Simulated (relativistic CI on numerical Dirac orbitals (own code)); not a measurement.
Crystal-field levels of Ho2+, 4f11

Calculated by Dirac-Coulomb-Breit CI, separate exchange-only KLI orbitals for each configuration, a model potential for QED, valence Slater integrals scaled by 0.75, one configuration in a parametric crystal field (own radial code).

Field parameters in Wybourne normalisation; cubic f-shell fields have B⁴₄ = √(5/14) B⁴₀ and B⁶₄ = −√(7/2) B⁶₀. The field is a parameter set, without covalency.

S and J are read from ⟨S²⟩ = S(S + 1) and ⟨J²⟩ = J(J + 1) of each level; they are not fictitious spins.

Oh, B40 = -1790, B60 = 270 cm⁻¹, the lowest 10 levels:

| E (cm⁻¹) | Degeneracy | Irrep | S | J |
| --- | --- | --- | --- | --- |
| 0.0 | 2 | Γ6 | 1.48 | 7.50 |
| 33.2 | 4 | Γ8 | 1.48 | 7.50 |
| 65.2 | 2 | Γ7 | 1.48 | 7.50 |
| 342 | 4 | Γ8 | 1.48 | 7.50 |
| 376 | 4 | Γ8 | 1.48 | 7.50 |
| 5469 | 4 | Γ8 | 1.49 | 6.50 |
| 5499 | 2 | Γ7 | 1.49 | 6.50 |
| 5648 | 2 | Γ7 | 1.49 | 6.50 |
| 5695 | 4 | Γ8 | 1.49 | 6.50 |
| 5727 | 2 | Γ6 | 1.49 | 6.50 |

Principal g values of the ground doublet: 5.98, 5.98, 5.98.

Oh, B40 = -900, B60 = 140 cm⁻¹, the lowest 16 levels:

| E (cm⁻¹) | Degeneracy | Irrep | S | J |
| --- | --- | --- | --- | --- |
| 0.0 | 2 | Γ6 | 1.48 | 7.50 |
| 16.8 | 4 | Γ8 | 1.48 | 7.50 |
| 31.2 | 2 | Γ7 | 1.48 | 7.50 |
| 174 | 4 | Γ8 | 1.48 | 7.50 |
| 190 | 4 | Γ8 | 1.48 | 7.50 |
| 5439 | 4 | Γ8 | 1.49 | 6.50 |
| 5455 | 2 | Γ7 | 1.49 | 6.50 |
| 5528 | 2 | Γ7 | 1.49 | 6.50 |
| 5551 | 4 | Γ8 | 1.49 | 6.50 |
| 5569 | 2 | Γ6 | 1.49 | 6.50 |
| 8365 | 4 | Γ8 | 1.36 | 5.50 |
| 8398 | 2 | Γ7 | 1.35 | 5.50 |
| 8420 | 4 | Γ8 | 1.35 | 5.50 |
| 8429 | 2 | Γ6 | 1.35 | 5.50 |
| 10045 | 2 | Γ6 | 1.19 | 4.50 |
| 10154 | 4 | Γ8 | 1.19 | 4.50 |

Principal g values of the ground doublet: 5.98, 5.98, 5.98.

D4h, B20 = 500, B40 = 340, B44 = 510, B60 = -310, B64 = 530 cm⁻¹, the lowest 16 levels:

| E (cm⁻¹) | Degeneracy | Irrep | S | J |
| --- | --- | --- | --- | --- |
| 0.0 | 2 | Γ7 | 1.48 | 7.50 |
| 8.2 | 2 | Γ6 | 1.48 | 7.50 |
| 49.4 | 2 | Γ7 | 1.48 | 7.50 |
| 54.9 | 2 | Γ6 | 1.48 | 7.50 |
| 180 | 2 | Γ6 | 1.48 | 7.50 |
| 237 | 2 | Γ7 | 1.48 | 7.50 |
| 254 | 2 | Γ6 | 1.48 | 7.50 |
| 303 | 2 | Γ7 | 1.48 | 7.50 |
| 5485 | 2 | Γ6 | 1.49 | 6.50 |
| 5487 | 2 | Γ7 | 1.49 | 6.50 |
| 5493 | 2 | Γ7 | 1.49 | 6.50 |
| 5513 | 2 | Γ6 | 1.49 | 6.50 |
| 5571 | 2 | Γ6 | 1.49 | 6.50 |
| 5616 | 2 | Γ7 | 1.49 | 6.50 |
| 5627 | 2 | Γ7 | 1.49 | 6.50 |
| 8405 | 2 | Γ6 | 1.36 | 5.50 |

Principal g values of the ground doublet: 4.39, 7.40, 7.40.

The next free-ion level lies 5406 cm⁻¹ above the lowest; the field splits the ground level into components whose J stays near 15/2 as long as their spread is small against that gap.

Levels of this model without a field, named by their leading LS term (the scale mimics covalency, so terms lie below those of the real free ion): ⁴I°15/2 0, ⁴I°13/2 5406, ⁴I°11/2 8300, ⁴I°9/2 10051, ⁴F°9/2 13160, ²H°11/2 15897, ⁴S°3/2 16187, ⁴F°7/2 17924 cm⁻¹.
